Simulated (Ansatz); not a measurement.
[MoO3S]2- (MoSO₃²⁻). Total charge -2; triplet. Geometry r2SCAN-D4/def2-SVPD, that of the charge -2 singlet; atoms count from 1.

```
atom    x (Å)    y (Å)    z (Å)
 Mo1  -0.0564  -0.0345   0.0670
  O2  -1.7209   0.4512  -0.2222
  O3   0.0174  -1.7908   0.0865
  O4   0.4330   0.5623   1.6464
  S5   1.3269   0.8118  -1.5777
```

In the def2 sets Mo takes a core potential; there is no spin–orbit coupling. A multiply charged anion in the gas phase is held together partly by the finite basis. Removing one electron lowers the energy by 0.86 eV at PBE0-D4/def2-TZVPD, so it isn't bound. The highest occupied level of the charge -2 triplet lies above zero (up to 4.61 eV). By energy differences it is unbound by 3.56 eV (vertical, to the charge -1 doublet, at PBE0-D4/def2-TZVPD) and held by the finite basis. At PBE0-D4/def2-TZVPD a singlet of charge -2 lies 2.71 eV below the triplet at the same geometry.

Question: Estimate the Mulliken populations from the PBE0/def2-TZVPD orbitals of Ansatz.

Answer: 
| atom | charge (e) | spin (α − β) | d electrons |
| --- | --- | --- | --- |
| Mo1 | 0.74 | 1.21 | 3.58 |
| O2 | -0.89 | -0.02 | – |
| O3 | -0.89 | -0.02 | – |
| O4 | -0.88 | 0.07 | – |
| S5 | -0.09 | 0.76 | – |
Mulliken values and Mayer orders depend strongly on the basis. With diffuse functions, as here, like atoms can get unlike values, and bond orders can come out too low or too high.

Question: Where does the spin sit?

Answer: Summed by element: Mo 1.21, O 0.03, S 0.76, of 2 unpaired in all. Largest on single atoms: Mo1 1.21, S5 0.76, O4 0.07.

Question: And the Mayer bond orders between bonded heavy atoms (over 0.3)?

Answer: Mo1–O2 1.29 (1.76 Å); Mo1–O3 1.29 (1.76 Å); Mo1–O4 1.27 (1.76 Å).
